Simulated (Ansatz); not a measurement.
**Computed against measured: atomisation enthalpy at 298 K**

6 molecules holding Si, Ge, B, Al, Ga, P or As; the atomisation enthalpy at 298 K in kJ/mol, computed less measured. Shapes, held fixed at every level: PBE0-D4/def2-TZVP. Flexible molecules stand in one conformer, not always the lowest. Thermal terms are harmonic and unscaled (PBE0-D4/def2-TZVP); the spin-orbit lowering of the free atoms is taken from their spectra. Programs: Ansatz 0.2.0. Measured values: CRC Handbook of Chemistry and Physics, NIST-JANAF tables.

Levels: A = HF/def2-TZVPP; B = SPW92/def2-TZVPP; C = B2PLYP/def2-TZVPP.

```csv
molecule,from tabulated heats,A,B,C
HBS (hydrogen boron sulfide),1015,-263,+148,0
SiO2 (SMILES O=[Si]=O),1254,-619,+234,-36
BCl3 (SMILES ClB(Cl)Cl),1337,-334,+245,-21
SiH2Br2 (dibromosilane),1300,-335,+167,-26
PH2(PH2) (diphosphine),1484,-508,+220,-21
Si(SiF3)F3 (hexafluorodisilane),3760,-1010,+522,-103
```

Problem. Which level does best on this set, which worst, and which err to one side?

Solution. 
| level | kind | mean error | mean absolute error | worst case |
| --- | --- | --- | --- | --- |
| HF/def2-TZVPP | Hartree–Fock | -511.5 | 511.5 | Si(SiF3)F3 |
| SPW92/def2-TZVPP | LDA | +256.0 | 256.0 | Si(SiF3)F3 |
| B2PLYP/def2-TZVPP | double hybrid | -34.5 | 34.5 | Si(SiF3)F3 |

On this set B2PLYP/def2-TZVPP has the smallest mean absolute error and HF/def2-TZVPP the largest. HF/def2-TZVPP is too low in 6 of 6; SPW92/def2-TZVPP is too high in 6 of 6; B2PLYP/def2-TZVPP is too low in 5 of 6. The heats of PH2(PH2), Si(SiF3)F3 come from older tables and can be uncertain by 10 kJ/mol or more. The molecules' own spin-orbit binding is left out, so errors for heavy halides read too negative. The tabulated values of HBS, SiO2, BCl3, SiH2Br2 are in doubt (older tables, estimates, or at odds with other calculations) and kept here. Hartree–Fock lacks correlation and underbinds. Relativity is left out for Br. Outer-core shells of Br are correlated, in sets that cover them unevenly. The set is small.
